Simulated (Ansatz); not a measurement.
Ansatz (a quantum-chemistry and plane-wave program) input (B3LYP-D3(BJ)/def2-TZVP):

Ansatz 0.2 input:
```yaml
crystal:
  periodic: [false, false, false]
  atoms:
    - {symbol: Sn, position_ang: [-0.01020193, -0.02169169, 0.00161715]}
    - {symbol: F, position_ang: [1.04460688, 1.91843862, 0.03867976]}
    - {symbol: F, position_ang: [-1.06524882, -1.96224305, -0.03515739]}
basis:
  gaussian:
    orbitals: def2-TZVP
hamiltonian:
  xc: b3lyp
  dispersion: d3bj
total_charge: 1
magnetization: {spin_polarized: true, initial_magnetization: 1}
relax: {f_tol: 0.002, max_steps: 150}
```

End of the output:

```
these checks for a lower state are left out or cut short: starts, cluster_reference, orbital_swaps, neighbouring_geometries, increment
integrals: 0.03 GiB planned
744 factors; their error is unknown
mean field: 0.41 GiB planned
mean field evaluation 128: about -11261.0417 eV, gradient 2.5e-5 eV
mean field -11261.04165365 eV, -413.8356477636 hartree, gradient 2.5e-5 eV, S^2 0.756996; 0 other end points of the search recorded, 0 dependent functions left out
the calculation of the forces begins
reference -11261.04182703 eV, -413.8356541351 hartree; 20, 19 occupied and 92, 93 virtual orbitals, 744 factors
relax step  14: F+E_penalty+E_count = -11261.10160368 eV  Δ(F+E_penalty+E_count) = -1.434e-1 eV  max|allowed force component| = 3.984e-1 eV/Å  Δτ_max = 0.1832 Å  (42 SCF iters, accepted)
these checks for a lower state are left out or cut short: starts, cluster_reference, orbital_swaps, neighbouring_geometries, increment
integrals: 0.03 GiB planned
744 factors; their error is unknown
mean field: 0.41 GiB planned
mean field -11261.12348284 eV, -413.8386549306 hartree, gradient 2.3e-5 eV, S^2 0.757083; 0 other end points of the search recorded, 0 dependent functions left out
the calculation of the forces begins
reference -11261.12365455 eV, -413.8386612410 hartree; 20, 19 occupied and 92, 93 virtual orbitals, 744 factors
relax step  15: F+E_penalty+E_count = -11261.18431551 eV  Δ(F+E_penalty+E_count) = -8.271e-2 eV  max|allowed force component| = 6.762e-1 eV/Å  Δτ_max = 0.1984 Å  (41 SCF iters, accepted)
these checks for a lower state are left out or cut short: starts, cluster_reference, orbital_swaps, neighbouring_geometries, increment
integrals: 0.03 GiB planned
744 factors; their error is unknown
mean field: 0.41 GiB planned
mean field -11261.15369337 eV, -413.8397651470 hartree, gradient 7.5e-6 eV, S^2 0.755949; 0 other end points of the search recorded, 0 dependent functions left out
the calculation of the forces begins
reference -11261.15386488 eV, -413.8397714502 hartree; 20, 19 occupied and 92, 93 virtual orbitals, 744 factors
relax step  16: F+E_penalty+E_count = -11261.21498736 eV  Δ(F+E_penalty+E_count) = -3.067e-2 eV  max|allowed force component| = 3.306e-2 eV/Å  Δτ_max = 0.0527 Å  (38 SCF iters, accepted)
these checks for a lower state are left out or cut short: starts, cluster_reference, orbital_swaps, neighbouring_geometries, increment
integrals: 0.03 GiB planned
744 factors; their error is unknown
mean field: 0.41 GiB planned
mean field -11261.15381780 eV, -413.8397697198 hartree, gradient 2.0e-5 eV, S^2 0.755893; 0 other end points of the search recorded, 0 dependent functions left out
the calculation of the forces begins
reference -11261.15398938 eV, -413.8397760254 hartree; 20, 19 occupied and 92, 93 virtual orbitals, 744 factors
relax step  17: F+E_penalty+E_count = -11261.21517382 eV  Δ(F+E_penalty+E_count) = -1.865e-4 eV  max|allowed force component| = 1.109e-3 eV/Å  Δτ_max = 0.0080 Å  (38 SCF iters, accepted)
integrals: 0.03 GiB planned
744 factors; their error is unknown
mean field: 0.41 GiB planned
mean field evaluation 160: about -11260.8090 eV, gradient 8.9e0 eV
mean field -11261.15381780 eV, -413.8397697198 hartree, gradient 2.6e-5 eV, S^2 0.755893; 1 other end points of the search recorded, 0 dependent functions left out
the calculation of the forces begins
reference -11261.15398938 eV, -413.8397760254 hartree; 20, 19 occupied and 92, 93 virtual orbitals, 744 factors
Total energy: -11261.21534540 eV, -413.8420308176 hartree
Atom 0 at     0.010492    -0.020713    -0.649859 Å, force    -0.000038    -0.000007     0.001109 eV/Å
Atom 1 at     0.753744     1.401995     0.354634 Å, force    -0.000412    -0.000789    -0.000568 eV/Å
Atom 2 at    -0.795080    -1.446778     0.300364 Å, force     0.000450     0.000797    -0.000541 eV/Å
Dipole moment:     0.020695     0.001115    -0.649108 e Å
```
